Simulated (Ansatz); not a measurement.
**Ligand exchange: GaBr3 + C2H4F2 → GaHBr2 + C2H3BrF2**

Species: GaBr3 (gallium tribromide) `[Br][Ga]([Br])[Br]`, singlet; C2H4F2 (1,1-difluoroethane) `CC(F)F`, singlet; GaHBr2 `[Br][GaH][Br]`, singlet; C2H3BrF2 `FC(F)CBr`, singlet. The partners trade Br for H: Ga–Br and C–H bonds give way to Ga–H and C–Br.

Shapes, held fixed at every level: PBE0-D4/def2-TZVP. Flexible molecules stand in one conformer, not always the lowest. Programs: Ansatz 0.2.0. Electronic energies: no zero-point or thermal term.

Q: Estimate ΔE of this reaction.

A: The highest level, CCSD(T)/def2-TZVPP, gives ΔE = +190.3 kJ/mol; the levels span +183.8 to +195.9. The column of differences is taken from that level and isn't an error. No measured value is set beside it here. Relativity is left out for Br, Ga. Outer-core shells of Br, Ga are correlated, in sets that cover them unevenly.

| level | kind | ΔE (kJ/mol) | less CCSD(T)/def2-TZVPP |
| --- | --- | --- | --- |
| PBE-D4/def2-TZVPP | GGA | +183.8 | -6.5 |
| PBE0-D4/def2-TZVPP | global hybrid | +191.0 | +0.7 |
| wB97M-V/def2-TZVPP | range-separated hybrid | +187.5 | -2.8 |
| wB97X-V/def2-TZVPP | range-separated hybrid | +187.2 | -3.1 |
| MP2/def2-TZVPP | perturbation theory | +195.9 | +5.6 |
| CCSD/def2-TZVPP | coupled cluster or CI | +191.9 | +1.6 |
| CCSD(T)/def2-TZVPP | coupled cluster or CI | +190.3 | 0.0 |
